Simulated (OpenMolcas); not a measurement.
Co3+.

```json
{
  "Program": "OpenMolcas 26.06",
  "Basis": "ANO-RCC-VTZP [6s5p3d2f1g]",
  "Scalar Hamiltonian": "DKH2, point nucleus",
  "Active space": "6 electrons in 5 orbitals (3d)",
  "State averaging": "2S+1 = 5 even, 5 roots; 2S+1 = 3 even, 45 roots; 2S+1 = 1 even, 50 roots",
  "Spin-orbit coupling": "state interaction with AMFI integrals over the reference wave functions, term energies averaged over their components"
}
```

Two sets of levels on these reference wave functions, in cm⁻¹ above 3d⁶ ⁵D₄: one from CASSCF and one from MS-CASPT2, IPEA 0.25 Eh, imaginary shift 0.1 Eh (closed shells correlated: 3s 3p).

```
     Level  Set 1  Set 2
   3d⁶ ⁵D₄    0.0    0.0
   3d⁶ ⁵D₃    654    657
   3d⁶ ⁵D₂   1112   1111
   3d⁶ ⁵D₁   1407   1401
   3d⁶ ⁵D₀   1551   1543
   3d⁶ ³H₆  25850  23970
   3d⁶ ³H₅  26180  24280
   3d⁶ ³H₄  26420  24480
3d⁶ ³P₂(1)  28190  22930
3d⁶ ³F₄(1)  29560  25630
3d⁶ ³F₃(1)  29930  25960
3d⁶ ³P₁(1)  30100  24830
3d⁶ ³F₂(1)  30210  26200
3d⁶ ³P₀(1)  30870  25600
   3d⁶ ³G₅  32650  29380
   3d⁶ ³G₄  33270  29960
```

**Question.** Which set is which?

**Answer.** Set 2 is MS-CASPT2. Its levels of the other terms of 3d⁶ lie at 0.81 to 0.93 of the other set's values, as expected, since terms of lower spin or lower L gain more correlation energy than the Hund ground term. Against 14 measured levels (Sugar and Corliss, J. Phys. Chem. Ref. Data 10, 1097 (1981)) the mean absolute deviation is 180 cm-1 with it and 3000 cm-1 without; single levels miss by up to 370 cm-1 with it.

CASPT2 does not keep the components of a term degenerate, so their means are used; among the terms shown or strongly mixed into the levels shown the widest spread is 480 cm-1 (3d⁶ ³H, MS-CASPT2). Without dynamic correlation excited terms often stand tens of per cent too high (terms of higher spin than the ground term too low), and those without a measured partner can miss by more than the paired ones (holds for CASSCF). The CASPT2 spread within a term exceeds the gap to the next term for 3d⁶ ³P(1) and 3d⁶ ³H, so the order of their levels is uncertain (holds for MS-CASPT2). Measured partners are found by configuration, term and J. A level has none where our copy of the source lacks it or the pairing is in doubt (some pairs that miss far off the trend of their configuration count as doubtful), and it then counts in no deviation. Levels of configurations outside the active space are missing. Levels that lie high or do not pair safely by name in every column are left out.

A number in round brackets counts repeated terms of one configuration in the order of the reference energies.
